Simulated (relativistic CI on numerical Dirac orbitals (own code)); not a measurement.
## d7 in a ligand field

Computed with a parametric ligand-field model of a d^n configuration (Racah B and C, spin-orbit zeta, crystal field), exact diagonalisation.

Field parameters in Wybourne normalisation: Oh B⁴₀ = 21Dq, B⁴₄ = √(5/14) B⁴₀; Td as Oh with Dq negative (B⁴₀ = 21Dq, B⁴₄ = √(5/14) B⁴₀). The field is a parameter set, without covalency.

(1) Lowest levels for B = 1010, C = 4410, ζ = 120 cm⁻¹, Td, 10Dq = -5650 cm⁻¹?

(2) Lowest levels for B = 430, C = 1730, ζ = 380 cm⁻¹, Oh, 10Dq = 39850 cm⁻¹?

(3) Lowest levels for B = 510, C = 2630, ζ = 1900 cm⁻¹, Oh, 10Dq = 35500 cm⁻¹?

(4) Lowest levels for B = 830, C = 4300, ζ = 400 cm⁻¹, Oh, 10Dq = 39900 cm⁻¹?

(5) Lowest levels for B = 490, C = 2130, ζ = 730 cm⁻¹, Oh, 10Dq = 15800 cm⁻¹?

## Answers

(1) Γ8 0 (S 1.50), Γ8 5617 (S 1.50), Γ6 5623 (S 1.50), Γ8 5675 (S 1.50), Γ7 5704 (S 1.50), Γ6 9613 (S 1.50), Γ8 9701 (S 1.50), Γ7 9841 (S 1.50), Γ8 9845 (S 1.50) cm⁻¹, with S from ⟨S²⟩ = S(S + 1). The ground level has 4.00 electrons in the cubic e pair.

(2) Γ8 0 (S 0.50), Γ6 30954 (S 1.50), Γ8 31160 (S 1.50), Γ7 31526 (S 1.50), Γ8 31527 (S 1.50), Γ8 38247 (S 0.50), Γ6 38505 (S 0.50), Γ8 38786 (S 0.50), Γ7 38900 (S 0.50) cm⁻¹, with S from ⟨S²⟩ = S(S + 1). The ground level has 1.01 electrons in the cubic e pair.

(3) Γ8 0 (S 0.52), Γ6 21615 (S 1.49), Γ8 22607 (S 1.48), Γ7 24680 (S 1.50), Γ8 24755 (S 1.49), Γ8 32663 (S 0.52), Γ8 34247 (S 0.52), Γ6 34472 (S 0.51), Γ7 34746 (S 0.51) cm⁻¹, with S from ⟨S²⟩ = S(S + 1). The ground level has 1.03 electrons in the cubic e pair.

(4) Γ8 0 (S 0.50), Γ6 19572 (S 1.50), Γ8 19808 (S 1.50), Γ7 20212 (S 1.50), Γ8 20218 (S 1.50), Γ8 36530 (S 0.50), Γ6 36794 (S 0.50), Γ8 37664 (S 0.50), Γ7 37839 (S 0.50) cm⁻¹, with S from ⟨S²⟩ = S(S + 1). The ground level has 1.02 electrons in the cubic e pair.

(5) Γ8 0 (S 0.54), Γ6 4993 (S 1.50), Γ8 5442 (S 1.49), Γ7 6249 (S 1.50), Γ8 6331 (S 1.48), Γ8 14120 (S 0.52), Γ6 14768 (S 0.51), Γ8 14842 (S 0.53), Γ7 15095 (S 0.52) cm⁻¹, with S from ⟨S²⟩ = S(S + 1). The ground level has 1.06 electrons in the cubic e pair.
